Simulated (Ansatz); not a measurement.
Geometry optimisation, RKS PBE-D4/def2-SVP (Ansatz).

The input (input.yaml):

```yaml
crystal:
  periodic: [false, false, false]
  atoms:
    - { symbol: Ge, position_ang: [-0.465433, 0.051309, -0.439717] }
    - { symbol: F, position_ang: [0.005706, -0.142873, 2.401967] }
    - { symbol: H, position_ang: [0.559376, 1.103954, 0.036214] }
    - { symbol: H, position_ang: [-0.748963, 0.306979, -1.949794] }
    - { symbol: H, position_ang: [0.146135, -1.36836, -0.328965] }
    - { symbol: Si, position_ang: [-2.465987, 0.185849, 0.751005] }
    - { symbol: H, position_ang: [-3.670427, -0.123038, -0.097348] }
    - { symbol: H, position_ang: [-2.469703, -0.840217, 1.870102] }
    - { symbol: H, position_ang: [-2.65356, 1.53364, 1.389178] }
    - { symbol: H, position_ang: [-0.722744, -0.707243, 2.548958] }
basis:
  gaussian: { orbitals: def2-SVP }
hamiltonian:
  xc: pbe
  dispersion: d4
relax:
  f_tol: 0.03
  max_steps: 50
```

Command:

```bash
$ ansatz run input.yaml --threads 2 --pin off --max-ram 3072MiB --backend cpu --events-out ev --progress --plain --runs-dir out
```

Problem. Where does it end, and by what steps?

Solution. The forces met the threshold. The force dipped under the threshold on the way, but the program's further checks kept it going. After 9 steps the energy has fallen by 0.050 eV; F2 moved furthest, 0.22 Å.

```tsv
step	energy less start (eV)	largest force component (eV/Å)	accepted
0	0.0000	0.553	yes
1	-0.0309	0.948	yes
2	-0.0340	0.626	yes
3	-0.0261	0.432	no
4	-0.0446	0.453	yes
5	-0.0481	0.114	yes
6	-0.0487	0.033	yes
7	-0.0485	0.152	no
8	-0.0498	0.022	yes
9	-0.0501	0.028	yes
```

```xyz
10
Properties=species:S:1:pos:R:3
Ge -0.442 0.050 -0.526
F -0.063 -0.106 2.609
H 0.589 1.093 -0.040
H -0.757 0.314 -2.024
H 0.166 -1.370 -0.406
Si -2.452 0.177 0.768
H -3.678 -0.110 -0.055
H -2.418 -0.890 1.848
H -2.611 1.508 1.445
H -0.819 -0.666 2.563
```

Whether the end is a true minimum wasn't checked by a vibrational analysis.

Run time: 15 s on 2 threads of Arm Neoverse V2, with other jobs on the host, peak memory 0.14 GiB.
